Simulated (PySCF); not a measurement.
**LuOCl, singlet: computed properties**

Computed with PBE0/[Lu def2-TZVP with ECP28, O def2-TZVP, Cl def2-TZVP], scalar-relativistic core potentials, density fitting, no spin–orbit coupling, PySCF.

The structure is a minimum.

Z-matrix (Å, degrees; charge 0 multiplicity 1):
```
Lu
O  1 1.7845
Cl 1 2.4310 2 115.65
```

- Point group: Cs
- Bond lengths: Lu–Cl 2.431 Å, Lu–O 1.785 Å
- Bond angles: Cl–Lu–O 115.7°
- Lowest empty level: -2.92 eV
- Dipole moment: 7.51 D
- Enthalpy at 298.15 K above 0 K: 12.84 kJ/mol
- Entropy at 298.15 K and 1 bar: 302.0 J/(mol K)
- Zero-point energy: 7.9 kJ/mol
- Rotational constants: 0.5034, 0.08522, 0.07288 cm⁻¹
- Rotational symmetry number: 1
- Principal quadrupole moments (Buckingham, traceless) about the centre of mass: -19.84, 7.42, 12.42 D Å
- Highest occupied level: -7.02 eV
- Heat capacity Cp at 298.15 K: 50.4 J/(mol K)
- Principal polarisabilities: 33.2, 41.9, 63.6 bohr³

Harmonic modes (masses in u: Lu 174.941, O 15.995, Cl 34.969):
```json
{"symmetry": "a'", "ω (cm⁻¹)": "138", "IR (km/mol)": "24.9", "type": "bend"}
{"symmetry": "a'", "ω (cm⁻¹)": "329", "IR (km/mol)": "58.7", "type": "stretch"}
{"symmetry": "a'", "ω (cm⁻¹)": "859", "IR (km/mol)": "191", "type": "stretch"}
```

Charges (e):
| atom | Mulliken | Löwdin | polar tensor | Mayer order to Lu1 |
| --- | --- | --- | --- | --- |
| Lu1 | 1.22 | 0.58 | 1.74 | – |
| O2 | -0.71 | -0.46 | -1.07 | 1.99 |
| Cl3 | -0.51 | -0.11 | -0.67 | 0.88 |

Mulliken populations on Lu1 (electrons outside its core potential): s 4.18, p 12.22, d 11.36, f 14.02.

Outer orbital energies (eV). occupied: -12.85, -12.82, -9.26, -8.55, -8.54, -7.40, -7.31, -7.02; empty: -2.92, -1.05, -0.94, -0.06.

Formally Lu is in oxidation state +3, d0. The polar-tensor charge on Lu, 1.74, is far below the formal one.

Stability towards spin polarisation was not tested. Only a few start shapes were tried, so a lower isomer may exist.

The final relaxation and frequency run took roughly 13 core-minutes on a shared host.
